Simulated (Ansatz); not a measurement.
COSe (SMILES O=C=[Se]), closed shell: a single point displaced at random from a GFN2-xTB minimum.

in.yaml

```yaml
crystal:
  periodic: [false, false, false]
  atoms:
    - {symbol: O, position_ang: [-0.825300, 0.971000, -0.371600]}
    - {symbol: C, position_ang: [-0.109500, 0.161600, -0.069700]}
    - {symbol: Se, position_ang: [0.887900, -1.080400, 0.443800]}
basis:
  gaussian: {orbitals: def2-TZVPP}
hamiltonian: {xc: pbe0, dispersion: d4}
output: {forces: true, orbitals: {seedname: orbitals}}
```

An equivalent command:

```bash
ansatz run in.yaml --threads 4 --pin off --events-out ev --progress --plain
```

The run's output (Ansatz 0.2.0):

```
Functional definition: PBE0
  name "PBE0"
  cite "Adamo & Barone, J. Chem. Phys. 110, 6158 (1999) doi:10.1063/1.478522"
  cite "Perdew, Burke & Ernzerhof, Phys. Rev. Lett. 77, 3865 (1996) doi:10.1103/PhysRevLett.77.3865"
  parent pbe
  parameter a = 0.25
  parameter kappa = 0.804
  parameter beta = 0.06672455060314922
  exchange = (1 - a)*pbe_x(kappa = kappa, mu = beta*pi^2/3) + a*exact_x
  correlation = pbe_c(beta = beta)
743 factors; their error is unknown
mean field evaluation 1: about -68419.2429 eV, gradient 4.7e1 eV
mean field evaluation 2: about -68403.7096 eV, gradient 9.6e1 eV
mean field evaluation 4: about -68423.2178 eV, gradient 9.2e0 eV
mean field evaluation 8: about -68423.8555 eV, gradient 4.2e-1 eV
mean field evaluation 16: about -68423.8556 eV, gradient 7.1e-5 eV
mean field -68423.85564118 eV, -2514.5303154582 hartree, gradient 7.1e-5 eV, S^2 0.000000; 0 other end points of the search recorded, 0 dependent functions left out
the calculation of the forces begins
reference -68423.85565937 eV, -2514.5303161265 hartree; 24, 24 occupied and 86, 86 virtual orbitals, 743 factors
Total energy: -68423.89898836 eV, -2514.5319084376 hartree
Atom 0 at    -0.825300     0.971000    -0.371600 Å, force    -2.067144     2.583901    -1.072226 eV/Å
Atom 1 at    -0.109500     0.161600    -0.069700 Å, force     1.049737    -1.493859     0.692229 eV/Å
Atom 2 at     0.887900    -1.080400     0.443800 Å, force     1.017406    -1.090042     0.379997 eV/Å
Dipole moment:     0.076003    -0.087457     0.033288 e Å
```

The run took about 0.75 s on 4 CPU threads (shared host).
